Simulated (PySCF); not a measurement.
How methods differ on the ionisation energy of Ba⁵⁵⁺

Ba⁵⁵⁺ 1s1 (2S) → Ba⁵⁶⁺ (bare nucleus), as a difference of total energies. Calculation: PySCF 2.14, in an even-tempered Gaussian basis (15 s from 120 bohr⁻², ratio 2.2; 7 p from 190 bohr⁻², ratio 2.4; 4 d from 560 bohr⁻², ratio 2.4; 3 f from 840 bohr⁻², ratio 2.4; 3 g from 1300 bohr⁻², ratio 2.4); the non-relativistic Hamiltonian (point nucleus). The calculations carry no spin-orbit coupling.

```
method  ionisation energy (eV)  difference from reference (eV)
   UHF                 42667.4                         -1894.2
   LDA                 42601.8                         -1959.8
   PBE                 42657.6                         -1904.0
  PBE0                 42660.1                         -1901.5
r2SCAN                 42667.4                         -1894.2
revPBE                 42664.6                         -1897.0
  PW91                 42659.2                         -1902.4
```

Reference: 44561.6 eV (theoretical estimate listed by NIST; NIST Atomic Spectra Database, ionization energies).

The gap to the reference is mostly relativistic.
